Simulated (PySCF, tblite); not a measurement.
Isomers of C6H12ClFO, one GFN2-xTB conformer each. Single-point energies are computed at PBE0/pcSseg-1 (PySCF, gas phase, no added dispersion term), electronic only.

Problem. Rank them by PBE0/pcSseg-1 energy, lowest first (kJ/mol).
A. `[CH3:1][CH2:2][C@@H:3]([O:4][CH3:5])[C@:6]([CH3:7])([F:8])[Cl:9]` with C1–C2–C3–O4 72°, C2–C3–O4–C5 -150°, C2–C3–C6–C7 -64°
B. `[CH3:1][O:2][C@@H:3]([CH3:4])[C@@H:5]([Cl:6])[CH2:7][CH2:8][F:9]` with C1–O2–C3–C4 70°, O2–C3–C5–Cl6 -66°, C3–C5–C7–C8 170°, C5–C7–C8–F9 -69°
C. `[CH3:1][CH2:2][C@@H:3]([O:4][CH3:5])[C@@:6]([CH3:7])([F:8])[Cl:9]` with C1–C2–C3–O4 60°, C2–C3–O4–C5 -164°, C2–C3–C6–C7 47°
D. `[CH3:1][CH2:2][C@@H:3]([CH2:4][O:5][CH3:6])[C@@H:7]([F:8])[Cl:9]` with C1–C2–C3–C4 73°, C2–C3–C4–O5 -175°, C3–C4–O5–C6 180°, C2–C3–C7–F8 -53°

Solution. A (0.0), C (7.7), D (20.3), B (22.9).

Neighbours under 10 kJ/mol apart (CC[C@@H](OC)[C@](C)(F)Cl and CC[C@@H](OC)[C@@](C)(F)Cl; CC[C@@H](COC)[C@@H](F)Cl and CO[C@@H](C)[C@@H](Cl)CCF) can change places with a better method, another conformer or zero-point energy. CC[C@@H](OC)[C@](C)(F)Cl and CC[C@@H](OC)[C@@](C)(F)Cl are stereoisomers, 7.7 kJ/mol apart in the conformers taken. GFN2-xTB itself gives, in the same order: 0.0, 8.9, 19.5, 13.7. Both levels put the same isomer lowest; measured from each level's own lowest isomer, the values differ by up to 9.2 kJ/mol (CO[C@@H](C)[C@@H](Cl)CCF: 13.7 against 22.9).

Problem. Which frontier levels, dipoles and rotational constants go with these structures?

Solution. 
| SMILES | HOMO (eV, PBE0/pcSseg-1) | LUMO (eV) | dipole (D) | A, B, C (MHz) |
| --- | --- | --- | --- | --- |
| CC[C@@H](OC)[C@](C)(F)Cl | -7.68 | 0.80 | 1.57 | 1589, 1117, 810.6 |
| CC[C@@H](OC)[C@@](C)(F)Cl | -7.61 | 0.83 | 2.37 | 1620, 1090, 913.2 |
| CC[C@@H](COC)[C@@H](F)Cl | -7.72 | 0.96 | 3.12 | 1495, 879.5, 656.2 |
| CO[C@@H](C)[C@@H](Cl)CCF | -7.60 | 1.05 | 2.70 | 1934, 780.3, 685.5 |

Problem. What happens when harmonic zero-point energies from GFN2-xTB frequencies are added?

Solution. 
| SMILES | ZPE (kJ/mol) | electronic (kJ/mol) | with ZPE (kJ/mol) |
| --- | --- | --- | --- |
| CC[C@@H](OC)[C@](C)(F)Cl | 450.3 | 0.0 | 0.0 |
| CC[C@@H](OC)[C@@](C)(F)Cl | 450.4 | 7.7 | 7.9 |
| CC[C@@H](COC)[C@@H](F)Cl | 452.4 | 20.3 | 22.4 |
| CO[C@@H](C)[C@@H](Cl)CCF | 451.5 | 22.9 | 24.1 |

The zero-point energies span 2.1 kJ/mol. The order is unchanged.

Problem. As an exercise, what shares would exp(−E/RT) give at 298.15 K from these electronic energies alone (no entropy, no degeneracies)?

Solution. RT = 2.479 kJ/mol: CC[C@@H](OC)[C@](C)(F)Cl 95.7 %, CC[C@@H](OC)[C@@](C)(F)Cl 4.3 %, CC[C@@H](COC)[C@@H](F)Cl under 0.1 %, CO[C@@H](C)[C@@H](Cl)CCF under 0.1 %.
